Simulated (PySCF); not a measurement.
# Computed properties of CH4O4, SMILES OC(O)(O)O

CH4O4, SMILES OC(O)(O)O. Geometry: B3LYP-D3(BJ)/def2-SVP. The values are those of a single conformer. All values are computed for the isolated molecule unless a solvent is named; none is compared with measurement here.

**Structure.** The optimised structure has S4 symmetry. All 21 harmonic modes at B3LYP-D3(BJ)/def2-SVP (PySCF) are real, so it is a minimum. With heavy atoms numbered as in [OH:1][C:2]([OH:3])([OH:4])[OH:5], the shortest bond between them is O1–C2 at 1.386 Å and the longest C2–O5 at 1.386 Å.

**Vibrations.** The strongest infrared lines (harmonic, unscaled, degenerate partners summed) lie at 1432 cm⁻¹ (608 km/mol, H 44 %, C 44 %, O 12 %), 1174 cm⁻¹ (457 km/mol, C 39 %, O 32 %, H 29 %), 1052 cm⁻¹ (429 km/mol, H 38 %, O 31 %, C 31 %). The softest mode is at 261 cm⁻¹ and the zero-point energy is 41.4 kcal/mol.

**Electronic structure.** M06-2X/def2-TZVP (PySCF) places the frontier levels at -10.70 and 1.42 eV, a gap of 12.12 eV, and gives a dipole moment of 0.00 D and a mean polarisability of 29.7 bohr³. PBE/def2-TZVP (PySCF) at the same geometry gives -6.94 and -0.02 eV, so its gap is 5.20 eV narrower. An orbital gap is neither the optical nor the fundamental gap.

**Excitations.** TDA-CAM-B3LYP/def2-SVPD (PySCF) has S1 at 7.99 eV (155 nm, f = 0.021, weak); the most intense of the 10 singlets computed lies at 8.71 eV (f = 0.08). Strengths of degenerate partners are summed. T1 (TDA) is at 7.72 eV, 0.27 eV under S1. TDA-PBE/def2-SVPD (PySCF) puts S1 at 6.64 eV. No vertical singlet excitation falls in the visible range (under 3.1 eV).

**NMR.** GIAO shifts at B3LYP/pcSseg-1 (PySCF) (non-relativistic, atoms alike by connectivity averaged): ¹³C at 123.9 ppm against TMS; ¹H at 2.7 ppm against TMS.

**Solvation.** SMD-PBE0/6-31G* (PySCF) gives -14.0 kcal/mol in water, -11.1 kcal/mol in 1-octanol, -7.4 kcal/mol in cyclohexanone (1 M in both phases, gas-phase geometry); of these solvents water holds the molecule best.
